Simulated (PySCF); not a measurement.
C5H7BO3S, SMILES OB(c1ccc(s1)OC)O at its GFN2-xTB optimised geometry (Å):

```
17

C     -2.4261    -2.7445    -0.0017
O     -1.0317    -2.9442     0.0002
C     -0.2626    -1.8430     0.0000
C      1.1042    -1.8430     0.0000
C      1.6310    -0.5397     0.0000
C      0.6967     0.4615     0.0001
B      0.8936     2.0045     0.0010
O     -0.1979     2.8004     0.0141
O      2.1246     2.5938    -0.0106
S     -0.9038    -0.2284    -0.0001
H     -2.8745    -3.7359     0.0051
H     -2.7427    -2.1976    -0.8955
H     -2.7435    -2.1848     0.8838
H      1.6922    -2.7413     0.0000
H      2.6914    -0.3486     0.0004
H      0.0066     3.7359     0.0144
H      2.8745     2.0030    -0.0203
```

Level of theory: CAM-B3LYP/def2-SVP (PySCF 2.14.0). Cells within 0.4 Å of a nucleus heavier than hydrogen are left out (blank, or x).

Map of the electrostatic potential (hartree/e), clipped to [-0.08, 0.12] on the plane z = 0.0 Å:

```
|333333333344444433333333333|
|333333333344454433333333333|
|333333333345565443323333333|
|333333333345898542222333333|
|333333333346999731112233333|
|333333322236999731002333333|
|333333222119999989953344433|
|333333221109xx999xx98554444|
|333333221104999x9xx99965444|
|333333222112799x99999965444|
|333333222235799999999965444|
|333333223599999998788765444|
|33333332399999xx99887655444|
|33333333599x999999999654444|
|33333334699x9999xx999654444|
|333444446999999999998544444|
|344444567999999999965444443|
|344445899999xx9xx9744444333|
|444457999999999999844443333|
|4444579xx9xx999999954433333|
|44445799999x964699854333333|
|444458999999322356544333333|
|444457999531012334433333333|
|444445675422122333333333333|
|344444444332222333333333333|
|334444443333333333333333333|
|333444433333333333333333333|
```
Scale: ten equal steps from -0.068 (start of '0') to 0.120 (end of '9'), in the order '0123456789'; x runs from -6.00 to 6.00, y from -6.00 (bottom) to 6.00 (top).
